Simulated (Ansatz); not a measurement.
Isolated molecules relaxed with PBE0-D4/def2-TZVP in Ansatz; ΔE leaves out vibrations. CCSD(T)/CBS is the MP2 limit (def2-TZVPP, def2-QZVPP) plus CCSD(T) − MP2 in def2-TZVPP, frozen cores. This one scheme is used for every species. Functionals use def2-TZVPP. B3LYP here is the variant with VWN-RPA as its local correlation; programs differ in this. Each species was taken in one conformer, which may not be the lowest.

Reaction (ligand exchange at a B–C bond): `CC(Cl)BS` + H₂S → `SBS` + `CCCl`

| level | ΔE (kJ/mol) | difference from CCSD(T)/CBS |
| --- | --- | --- |
| r2SCAN-D4 | -81.0 | -5.8 |
| PBE0-D4 | -80.1 | -4.9 |
| B3LYP-D4 | -76.8 | -1.6 |
| ωB97M-V | -75.2 | 0.0 |
| B2PLYP | -81.3 | -6.1 |
| PBE | -84.3 | -9.1 |
| PBE0 | -84.5 | -9.3 |
| HF/def2-TZVPP | -85.5 | -10.3 |
| MP2/def2-TZVPP | -76.6 | -1.4 |
| SCS-MP2/def2-TZVPP | -77.1 | -1.9 |
| CCSD/def2-TZVPP | -74.7 | 0.5 |
| CCSD(T)/def2-TZVPP | -73.7 | 1.5 |
| MP2/def2-QZVPP | -77.3 | -2.1 |
| HF/CBS(def2) | -85.2 | -10.0 |
| MP2/CBS(def2) | -78.0 | -2.8 |
| CCSD/CBS(def2) | -76.2 | -1.0 |
| CCSD(T)/CBS | -75.2 | 0 |

Largest T1 diagnostic among the species: 0.014.

In def2-TZVPP, CCSD(T) changes the Hartree–Fock value by +11.8 kJ/mol (the triples alone add +1.0 kJ/mol) and MP2 by +8.9 kJ/mol. The D4 term adds +7.4 kJ/mol with B3LYP and +4.4 kJ/mol with PBE0; it sums over pairs of atoms, weighted by their polarisabilities, and B3LYP, whose exchange is more repulsive, gets the larger term.
